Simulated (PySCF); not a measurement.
# Basis and Hamiltonian dependence of the excitation energy of Pb

Pb [Xe] 4f14 5d10 6s2 6p2 (3P) → Pb [Xe] 4f14 5d10 6s2 6p1 7s1 (3P). Calculated with PySCF 2.14 from differences of total energies of unrestricted determinants, without spin-orbit coupling. Values in eV.

```tsv
basis	Hamiltonian	functions	UHF	PBE	PBE0	MP2 (valence)	CCSD(T) (valence)	CCSD(T) (valence and next inner shell)
aug-cc-pwCVDZ-PP with ECP60MDF	ECP	48	3.847	3.766	3.874	3.864	3.862	3.824
aug-cc-pVTZ-PP with ECP60MDF	ECP	55	3.776	3.731	3.836	3.855	3.861	n/a
def2-TZVPPD with the def2 core potential (60 electrons)	ECP	56	3.867	3.777	3.889	3.921	3.923	3.923
aug-cc-pVTZ-PP with one added diffuse shell each of d, f type with ECP60MDF	ECP	67	3.776	3.729	3.836	3.854	3.861	n/a
aug-cc-pVTZ-DK3	spin-free X2C	84	3.831	3.763	3.873	3.901	3.905	n/a
def2-QZVPPD with the def2 core potential (60 electrons)	ECP	88	3.736	3.714	3.817	3.842	3.844	n/a
aug-cc-pwCVTZ-PP with ECP60MDF	ECP	96	3.771	3.728	3.833	3.853	3.859	n/a
x2c-TZVPPall with one added diffuse shell each of s, p, d, f type	spin-free X2C	99	4.000	3.880	3.996	4.039	4.041	4.023
aug-cc-pwCVTZ-DK3 with one added diffuse shell each of s, d, f type	spin-free X2C	138	3.692	n/a	n/a	n/a	n/a	n/a
```

Frozen in the all-electron rows: valence: [Xe] 4f14 5d10; valence and next inner shell: [Kr] 4d10 4f14; with a core potential, the same shells as far as they lie outside it.

Spin-orbit coupling is strong in these open shells (close to jj coupling), so the scalar numbers refer to model states.
